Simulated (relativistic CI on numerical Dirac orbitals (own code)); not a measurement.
What each ingredient does to the levels of Bi XLII

Base calculation: Dirac-Coulomb-Breit CI, orbitals from a KLI potential per configuration, a model potential for QED, unscaled Slater integrals.

Configurations in the expansion (outside the closed core [Ar] 3d10): 4s2 4p6 4d6, 4s2 4p6 4d5 4f, 4s2 4p5 4d7, 4s2 4p4 4d8, 4s 4p6 4d7, 4p6 4d8, 4s 4p6 4d6 4f, 4s 4p5 4d8, 4s2 4p6 4d5 5s, 4s2 4p6 4d5 5d, 4s2 4p4 4d7 5s, 4s2 4p6 4d4 5s2, 4s 4p6 4d6 5s, 4s2 4p6 4d5 6s, 4p6 4d7 5s, 4p6 4d7 5p. Levels of other configurations are missing.

The lowest level and the first level of each name with at least 55 % of one term (blank where a level has no safe partner in the second run):

```csv
Level,Base (cm⁻¹),Shift (cm⁻¹)
4s2 4p6 4d6 3F_4,0,0
4s2 4p6 4d6 5D_3,233782,+2934
4s2 4p6 4d6 3G_5,276487,-2302
4s2 4p6 4d6 3H_6,280196,-2839
4s2 4p6 4d6 3P_1,351623,-8293
4s2 4p6 4d6 3F_3,362438,-10062
4s2 4p6 4d6 5D_2,489773,+3270
4s2 4p6 4d6 5D_0,500303,+1987
4s2 4p6 4d6 3H_5,537756,-2080
4s2 4p6 4d6 1I_6,555225,-4190
4s2 4p6 4d6 1D_2,703903,-18291
4s2 4p6 4d6 1S_0,766167,-23271
4s2 4p5 4d7 5G°_6,1806985,+17919
4s2 4p5 4d7 3P°_0,1839513,+14770
4s2 4p5 4d7 5G°_5,2062407,+18030
```

At this charge energies of transitions that change n are usually good to better than 1 %, and those within a shell (Δn = 0) to a few per cent.

Problem. One thing was changed in a second run, which moved the levels as shown. Which?
A. one mean potential for all configurations
B. Breit term removed
C. valence Slater integrals scaled by 0.9
D. QED terms removed
E. configuration mixing switched off

Solution. C. Valence Slater integrals scaled by 0.9. Scaling acts on the splittings between terms and on the mixing, and leaves the fine structure of pure LS terms nearly alone; in jj coupling it moves the levels of one term differently.

LS names give the leading component of a level, which can be under half, so a name can repeat, a term be missing and a line seem to break the LS rules.
